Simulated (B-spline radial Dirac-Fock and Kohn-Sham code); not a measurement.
Level of theory: Dirac-Fock energy differences between relaxed states, corrected for Breit and QED terms; a radial finite-basis atomic code. Electron correlation is not included.

Q: Identify the element and charge state from the binding energies below (tabulated ground configuration; the least bound level is included).

```
level  binding energy (eV)
   2s              16171.8
2p3/2              13849.2
   3s               5482.8
3d3/2               4394.8
3d5/2               4310.2
   4s               2589.3
   4p               2392.9
```

A: Pt⁴⁵⁺: Z = 78 with 33 electrons, [Ar] 3d10 4s2 4p3.

Values without a named source are computed, but for edge energies of neutral atoms, which are taken from tables.
